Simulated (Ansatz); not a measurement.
Two isomers of C2H6AlFO: A = `[CH3][Al]([OH])[CH2]F`, B = `[CH3][Al]([F])[CH2]O`.

Isolated molecules relaxed with PBE0-D4/def2-TZVP in Ansatz; ΔE leaves out vibrations. CCSD(T)/CBS adds triple-zeta CCSD(T) − MP2 to the extrapolated MP2 energy (def2 sets, frozen cores). DFT in def2-TZVPP. B3LYP here is the variant with VWN-RPA as its local correlation; programs differ in this. One conformer a species, not always the lowest.

**Question.** Which is lower in electronic energy at CCSD(T)/CBS, and by how much? (An estimate is asked.)

**Answer.** Computed: B, by 46.0 kJ/mol.

**Question.** Give E(B) − E(A) in kJ/mol with CCSD(T)/def2-TZVPP, CCSD/def2-TZVPP, ωB97M-V, HF/def2-TZVPP, PBE-D4, B3LYP-D4, MP2/def2-TZVPP. (Best estimate.)

**Answer.** Computed: CCSD(T)/def2-TZVPP -45.2, CCSD/def2-TZVPP -44.8, ωB97M-V -42.6, HF/def2-TZVPP -39.9, PBE-D4 -44.0, B3LYP-D4 -41.8, MP2/def2-TZVPP -47.7. None reverses the order clearly.

Largest T1 diagnostic: 0.012.

In def2-TZVPP, CCSD(T) changes the Hartree–Fock value by −5.3 kJ/mol (the triples alone add −0.4 kJ/mol) and MP2 by −7.8 kJ/mol.
